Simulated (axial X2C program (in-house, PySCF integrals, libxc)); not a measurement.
## Nuclear properties of LiCu

Calculated with an axial X2C code built on PySCF integrals: two-component X2C with atomic mean-field Coulomb and Gaunt terms, Gaussian nuclei, basis Cu dyall-cv3z, Li dyall-cv3z with contracted cores.

R = 2.281 Å (near the PBE0 minimum at charge 0 of the determinant lowest at the starting distance; the state shown can have its own minimum elsewhere).

Input and command:
```json
{"zs": [29, 3], "q": 0, "bas": ["dyall-cv3z", "dyall-cv3z"], "r0": 2.45, "levels": ["PBE0", "HF", "PBE", "PBE50", "r2SCAN"], "nst": 3}
```
```bash
python soeom.py task.json out
```

Keys: zs atomic numbers; q charge; bas basis sets; r0 starting distance in Å; levels methods; nst determinants followed.

Determinant lowest in the PBE0 search, Ω = 0 (closed shell), highest spinor 52% Cu s, 30% Li s, 12% Li p:

| level | qzz Cu (a.u.) | qzz Li (a.u.) | μ (D) |
| --- | --- | --- | --- |
| PBE0 | 0.32 | -0.01 | 4.50 |
| HF | 0.13 | -0.01 | 3.22 |
| PBE | 0.44 | -0.01 | 4.75 |
| PBE50 | 0.22 | -0.01 | 4.13 |
| r2SCAN | 0.40 | -0.02 | 4.87 |

qzz is the electric field gradient, eQq0 = 234.96 MHz × Q/barn × qzz; μ is positive if the Li end (last atom) is positive. The operators were transformed with the bare-nucleus X2C matrices; with these basis sets, hyperfine constants and field gradients can be off by tens of per cent, and where levels differ in sign neither size nor sign is settled.

Each state is one determinant with collinear spin. The search compared states at one distance, so a state with another bond length can lie lower. Further determinants of the search, some of them spin-mixed, are not shown. Where a field gradient or hyperfine factor spreads by more than a factor of two over the levels, a constant derived from it is not to be relied on.
